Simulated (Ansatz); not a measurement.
Start from `O[SiH2][SiH](Cl)Cl` and change one atom or group to get `O[SiH](Cl)Cl`.

Ansatz, PBE0-D4/def2-TZVP geometries, multiplicity 1. Each molecule was computed in one conformer, which needn't be the lowest.

| property | `O[SiH2][SiH](Cl)Cl` |
| --- | --- |
| HOMO–LUMO gap (PBE0/def2-TZVPP) / eV | 6.99 |
| HOMO–LUMO gap (ωB97M-V/def2-TZVPP) / eV | 10.82 |
| HOMO energy (PBE/def2-TZVPP) / eV | -6.75 |
| size of the dipole moment (B3LYP/def2-TZVPP) / D | 0.71 |
| HOMO energy (PBE0/def2-TZVPP) / eV | -7.99 |
| HOMO–LUMO gap (PBE/def2-TZVPP) / eV | 4.91 |

(1) Give the same properties after the change, and the shifts. (An estimate is asked.)

## Answers

(1) The calculation gave: 
```tsv
property	`O[SiH](Cl)Cl`	shift
HOMO–LUMO gap (PBE0/def2-TZVPP) / eV	9.58	2.59
HOMO–LUMO gap (ωB97M-V/def2-TZVPP) / eV	13.46	2.64
HOMO energy (PBE/def2-TZVPP) / eV	-7.73	-0.98
size of the dipole moment (B3LYP/def2-TZVPP) / D	1.05	0.34
HOMO energy (PBE0/def2-TZVPP) / eV	-9.21	-1.22
HOMO–LUMO gap (PBE/def2-TZVPP) / eV	7.19	2.28
```

With PBE0 the HOMO falls by 1.22 eV and the LUMO rises by 1.36 eV, so the gap widens by about 2.58 eV. PBE moves the HOMO by -0.98 eV and ωB97M-V by -1.44 eV. Dipoles are sizes alone; their direction can turn.

B3LYP here is the variant with VWN-RPA as its local correlation; programs differ in this.
